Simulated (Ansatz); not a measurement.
One change: `[SH][Sn]([Cl])([Cl])[Cl]` becomes `[Cl][SnH]([Cl])[Cl]`.

Ansatz, PBE0-D4/def2-TZVP geometries, multiplicity 1. Each molecule was computed in one conformer, which needn't be the lowest.

Elements past krypton have def2 core potentials.

```tsv
property	`[SH][Sn]([Cl])([Cl])[Cl]`
HOMO energy (ωB97M-V/def2-TZVPP) / eV	-10.69
ideal-gas entropy at 298 K and 1 bar (rigid rotor, harmonic PBE0-D4/def2-TZVP) / J/(mol·K)	409
HOMO–LUMO gap (ωB97M-V/def2-TZVPP) / eV	9.85
LUMO energy (B3LYP/def2-TZVPP) / eV	-3.13
HOMO energy (PBE0/def2-TZVPP) / eV	-8.48
LUMO energy (PBE/def2-TZVPP) / eV	-3.73
```

(1) What does the change do to each property? (An estimate is asked.)

## Answers

(1) Ansatz gave: 
| property | `[Cl][SnH]([Cl])[Cl]` | shift |
| --- | --- | --- |
| HOMO energy (ωB97M-V/def2-TZVPP) / eV | -11.69 | -1.00 |
| ideal-gas entropy at 298 K and 1 bar (rigid rotor, harmonic PBE0-D4/def2-TZVP) / J/(mol·K) | 346 | -63 |
| HOMO–LUMO gap (ωB97M-V/def2-TZVPP) / eV | 11.47 | 1.62 |
| LUMO energy (B3LYP/def2-TZVPP) / eV | -2.57 | 0.56 |
| HOMO energy (PBE0/def2-TZVPP) / eV | -9.42 | -0.94 |
| LUMO energy (PBE/def2-TZVPP) / eV | -3.18 | 0.55 |

With PBE0 the HOMO falls by 0.94 eV and the LUMO rises by 0.60 eV, so the gap widens by about 1.54 eV. PBE moves the HOMO by -0.79 eV and ωB97M-V by -1.00 eV. The zero-point energy changes by -5.8 kJ/mol with -3 modes. Modes under 60 cm⁻¹, often nearly free rotors, make the harmonic entropy too high.

B3LYP here is the variant with VWN-RPA as its local correlation; programs differ in this.
